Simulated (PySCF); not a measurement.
tellurium hexafluoride anion (F6Te), SMILES [Te](F)(F)(F)(F)(F)F (connectivity only; charge and spin as stated), charge -1, multiplicity 2. Atoms are numbered in the order given.

```xyz
7

F      0.0000     2.0271     0.0000
Te     0.0000     0.0000     0.0000
F     -2.0271     0.0000     0.0000
F      2.0271     0.0000     0.0000
F      0.0000     0.0000    -2.0271
F      0.0000     0.0000     2.0271
F      0.0000    -2.0271     0.0000
```
Charge -1, spin multiplicity 2.

Geometry optimised at PBE-D3(BJ)/def2-SVPD. The multiplicity is an assumed one; no other spin state was optimised. The def2 effective core potentials stand for the cores of Te; spin–orbit coupling is left out.

All values below come from B3LYP/def2-SVPD (PySCF).

Mulliken values depend strongly on the basis, most of all with diffuse functions as here. ESP charges are fitted to the potential on shells at 1.4 to 2.0 van der Waals radii. Atomic charges (e):

```tsv
atom	Mulliken	ESP fit	Mulliken spin
F1	-0.62	(withheld)	0.12
Te2	2.73	(withheld)	0.30
F3	-0.62	(withheld)	0.12
F4	-0.62	(withheld)	0.12
F5	-0.62	(withheld)	0.12
F6	-0.62	(withheld)	0.12
F7	-0.62	(withheld)	0.12
```

**Question.** Complete the blanks. (Estimate from the structure and the level; the computed values follow.)

**Answer.** 
- F1, ESP fit: -0.40
- Te2, ESP fit: 1.42
- F3, ESP fit: -0.40
- F4, ESP fit: -0.40
- F5, ESP fit: -0.40
- F6, ESP fit: -0.40
- F7, ESP fit: -0.40
